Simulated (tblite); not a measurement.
Species: C₅H₁₀O₂S₂.
Geometry (GFN2-xTB, Å), atoms numbered from 1 in this order:
```
atom  x, y, z in Å
C1    -3.0436   -0.6678   -1.4067
S2    -1.5071    0.2282   -1.0362
C3    -1.1881   -0.3911    0.5770
C4    -0.2717    0.1047    1.4050
C5     0.6259    1.2265    1.0794
S6     2.2971    0.5742    0.6710
C7     2.0467   -0.3722   -0.8573
O8     2.7054   -0.3337    1.7076
O9     3.1558    1.6912    0.3861
H10   -2.8622   -1.7379   -1.3624
H11   -3.8152   -0.3743   -0.7008
H12   -3.3344   -0.3830   -2.4128
H13   -1.8104   -1.2274    0.8521
H14   -0.1239   -0.3623    2.3674
H15    0.7918    1.8909    1.9237
H16    0.3044    1.7869    0.2057
H17    1.3607   -1.1787   -0.6387
H18    3.0107   -0.7611   -1.1595
H19    1.6484    0.2963   -1.6081
```

Level: GFN2-xTB in tblite, geometry and Hessian alike; calculated harmonic values, unscaled, isolated species. Against measured fundamentals such values can be off by several per cent, at times by over 20. One conformer, not necessarily the lowest.

Harmonic wavenumbers (cm⁻¹): 32.9, 40.1, 51.3, 117.0, 128.6, 148.8, 155.7, 209.6, 267.4, 282.6, 322.0, 380.0, 420.9, 478.1, 531.6, 631.4, 701.3, 732.0, 755.1, 773.3, 813.6, 851.4, 860.4, 884.2, 944.0, 958.7, 1033.5, 1088.7, 1112.8, 1147.2, 1215.0, 1257.1, 1261.6, 1287.3, 1319.0, 1413.6, 1420.0, 1429.3, 1445.0, 1450.9, 1649.9, 3012.6, 3024.8, 3027.7, 3035.0, 3062.6, 3071.3, 3081.1, 3089.2, 3093.5, 3099.2.

A = 2759, B = 583.9, C = 553.3 MHz; mass 166.012 u (most abundant isotopes); point group C1, symmetry number 1.

Question: What is the zero-point energy?

Answer: ½Σν̃ = 31300 cm⁻¹ = 374.43 kJ/mol.

Question: Give the ideal-gas entropy at 298.15 K and 1 bar in the rigid-rotor, harmonic-oscillator model (classical rotation).

Answer: Translation 172.61, rotation 126.64, vibration 165.83: S = 465.1 J/(mol K).

Question: And Cp and H(298.15 K) − H(0)?

Answer: Cp = 181.93 J/(mol K), of which vibrations give 148.67 (their classical limit is 51 R = 424.0); H(298.15 K) − H(0) = 34.10 kJ/mol without the zero-point energy, 24.19 from vibrations.

Question: Blend soft modes into free rotors: weight 1/[1 + (100 cm⁻¹/ν̃)⁴] for the oscillator and the rest for a rotor with moment μB/(μ + B), μ = h/(8π²ν), B = 10⁻⁴⁴ kg m². What vibrational entropy results?

Answer: 146.64 J/(mol K) in place of 165.83, which changes −T·S at 298.15 K by +5.72 kJ/mol.

Question: Which modes carry the vibrational entropy at 298.15 K?

Answer: 32.9 cm⁻¹: 23.62; 40.1 cm⁻¹: 21.98; 51.3 cm⁻¹: 19.94; 117.0 cm⁻¹: 13.18; 128.6 cm⁻¹: 12.41; 148.8 cm⁻¹: 11.24 J/(mol K); the other 45 give 63.44 together.

Hindered rotation and anharmonicity are outside this model. Other conformers, if any are populated, would add a mixing term that is left out. The structure is chiral; the term R ln 2 for an equal mix with its mirror image is left out.
